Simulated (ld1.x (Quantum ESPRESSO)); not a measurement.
## What one change does to a pseudopotential (In (Z = 49), TM)

In (Z = 49), norm-conserving Troullier–Martins (Kleinman–Bylander form), made with ld1.x (Quantum ESPRESSO) 7.5 (PBE, scalar-relativistic). Core [Kr] 4d10, reference 5s2 5p0 (charge +1). Waves: 5s (bound): rc 1.65 bohr; 5p (bound, empty): rc 2.35 bohr; 5d channel at 0.15 Ry: rc 2.45 bohr. Local part: the d channel. Core correction: none.

Change: functional PBEsol.

Cutoffs: the cutoffs (Ry, on a coarse ladder) from which the occupation-weighted sum of valence levels, in a spherical-Bessel basis at the reference potential, stays within 10 and 1 mRy of its value at 400 Ry; they do not see the model core or the augmentation charge, which bear on the density cutoff. Errors are all-electron minus pseudo energies relative to the spin-unpolarised reference configuration.

**Question.** What does the change do?

**Answer.** The potential gets neither clearly harder nor softer (30 Ry and 80 Ry → 30 Ry and 80 Ry); both files keep a bound ghost (p, s); of the 7 tests that both files solve, the error grows in 0 and shrinks in 7 by more than 15 % and 0.3 meV (median size 52.0 → 30.6 meV).

| quantity | base | changed |
| --- | --- | --- |
| cutoff, loose | 30 Ry | 30 Ry |
| cutoff, tight | 80 Ry | 80 Ry |
| bound ghosts | s, p | s, p |
| error for 5s2 5p1, meV [ΔE -5.36 eV] | +38 | +16 |
| error for 5s1 5p0, meV [ΔE 19.23 → 19.28 eV] | +81 | +49 |
| error for 5s2 5p0.5, meV [ΔE -3.42 eV] | +13 | +6.3 |
| error for 5s2 5p1.3, meV [ΔE -5.90 eV] | +52 | +22 |
| error for 5s1 5p1, meV [ΔE 6.59 → 6.65 eV] | +37 | +31 |
| error for 5s1 5p2, meV [ΔE 0.48 → 0.52 eV] | +105 | +60 |
| error for 5s0 5p3, meV [ΔE 6.58 → 6.65 eV] | +249 | +155 |
| s: phases at 2.66 bohr within 0.05 rad from the reference energy up to (Ry; the scan ends near 5) | 1.1 | 1.1 |
| p: phases at 2.66 bohr within 0.05 rad from the reference energy up to (Ry; the scan ends near 5) | 2.9 | 2.9 |
| d: phases at 2.66 bohr within 0.05 rad from the reference energy up to (Ry; the scan ends near 5) | 0.5 | 0.5 |

 A true bound ghost makes a file unfit for plane-wave use even where its test errors are small: the radial tests pick states by their node count and pass the ghost by.
